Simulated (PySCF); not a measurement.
C₃H₃, doublet, geometry from GFN2-xTB; PBE0/6-31G** (PySCF).

The PySCF input:
```python
from pyscf import gto, scf, dft

mol = gto.Mole()
mol.atom = '''
    C     0.016669   -0.110918    0.826671
    C     0.004089   -0.699050   -0.533825
    C    -0.021629    0.582254   -0.592081
    H     0.937550   -0.073548    1.395990
    H    -0.884396   -0.108661    1.428017
    H    -0.047925    1.548496   -1.028600
'''
mol.basis = '6-31g**'
mol.charge = 0
mol.spin = 1
mol.verbose = 4
mol.build()

mf = dft.UKS(mol)
mf.xc = 'pbe0'
mf.kernel()
```

**Question.** Write the output that PySCF gives for this input, abridged.

**Answer.** 
```
PySCF version 2.14.0

[INPUT] verbose = 4
[INPUT] num. atoms = 6
[INPUT] num. electrons = 21
[INPUT] charge = 0
[INPUT] spin (= nelec alpha-beta = 2S) = 1
[INPUT] symmetry False subgroup None
[INPUT] Mole.unit = angstrom
[INPUT] Symbol           X                Y                Z      unit          X                Y                Z       unit  Magmom
[INPUT]  1 C      0.016669000000  -0.110918000000   0.826671000000 AA    0.031499844770  -0.209604642285   1.562181785120 Bohr   0.0
[INPUT]  2 C      0.004089000000  -0.699050000000  -0.533825000000 AA    0.007727090123  -1.321013047377  -1.008783048446 Bohr   0.0
[INPUT]  3 C     -0.021629000000   0.582254000000  -0.592081000000 AA   -0.040872886348   1.100300594933  -1.118870933559 Bohr   0.0
[INPUT]  4 H      0.937550000000  -0.073548000000   1.395990000000 AA    1.771712728086  -0.138985577010   2.638038772632 Bohr   0.0
[INPUT]  5 H     -0.884396000000  -0.108661000000   1.428017000000 AA   -1.671266225661  -0.205339530421   2.698561031223 Bohr   0.0
[INPUT]  6 H     -0.047925000000   1.548496000000  -1.028600000000 AA   -0.090565124520   2.926233344985  -1.943772291728 Bohr   0.0

nuclear repulsion = 57.5084703648827
number of shells = 27
number of NR pGTOs = 102
number of NR cGTOs = 57
basis = 6-31g**
ecp = {}

******** <class 'pyscf.dft.uks.UKS'> ********
method = UKS
initial guess = minao
damping factor = 0
level_shift factor = 0
DIIS = <class 'pyscf.scf.diis.CDIIS'>
diis_start_cycle = 1
diis_space = 8
diis_damp = 0
SCF conv_tol = 1e-09
SCF conv_tol_grad = None
SCF max_cycles = 50
direct_scf = True
direct_scf_tol = 1e-13
number electrons alpha = 11  beta = 10
XC library pyscf.dft.libxc version 7.1.2
    S. Lehtola, C. Steigemann, M. J. T. Oliveira, and M. A. L. Marques,  SoftwareX 7, 1–5 (2018)
XC functionals = pbe0
    C. Adamo and V. Barone,  J. Chem. Phys. 110, 6158 (1999)
    M. Ernzerhof and G. E. Scuseria,  J. Chem. Phys. 110, 5029 (1999)
radial grids:
    Treutler-Ahlrichs [JCP 102, 346 (1995); DOI:10.1063/1.469408] (M4) radial grids

becke partition: Becke, JCP 88, 2547 (1988); DOI:10.1063/1.454033
pruning grids: <function nwchem_prune>
grids dens level: 3
symmetrized grids: False
atomic radii adjust function: <function treutler_atomic_radii_adjust>
small_rho_cutoff = 0
Set gradient conv threshold to 3.16228e-05
tot grids = 71784
init E= -116.18759108499

cycle= 1 E= -115.777421455269  delta_E= 0.41  |g|= 0.154  |ddm|= 1.68
cycle= 2 E= -115.780931304066  delta_E= -0.00351  |g|= 0.153  |ddm|= 0.34
cycle= 3 E= -115.792409914784  delta_E= -0.0115  |g|= 0.0597  |ddm|= 0.195
cycle= 4 E= -115.794226319101  delta_E= -0.00182  |g|= 0.0249  |ddm|= 0.0596
cycle= 5 E= -115.794638320457  delta_E= -0.000412  |g|= 0.00469  |ddm|= 0.0288
cycle= 6 E= -115.794694465962  delta_E= -5.61e-05  |g|= 0.00259  |ddm|= 0.0128
cycle= 7 E= -115.794714053168  delta_E= -1.96e-05  |g|= 0.00209  |ddm|= 0.00761
cycle= 8 E= -115.794724700404  delta_E= -1.06e-05  |g|= 0.00079  |ddm|= 0.00659
cycle= 9 E= -115.794728053668  delta_E= -3.35e-06  |g|= 0.000195  |ddm|= 0.00526
cycle= 10 E= -115.794728216369  delta_E= -1.63e-07  |g|= 6.85e-05  |ddm|= 0.00109
cycle= 11 E= -115.794728227036  delta_E= -1.07e-08  |g|= 2.56e-05  |ddm|= 0.000244
cycle= 12 E= -115.794728228184  delta_E= -1.15e-09  |g|= 1.62e-05  |ddm|= 8.59e-05
cycle= 13 E= -115.794728228405  delta_E= -2.21e-10  |g|= 4.79e-06  |ddm|= 2.98e-05
Extra cycle  E= -115.79472822841  delta_E= -5.2e-12  |g|= 6.31e-06  |ddm|= 1.24e-05
converged SCF energy = -115.79472822841  <S^2> = 0.75997223  2S+1 = 2.0099475
```
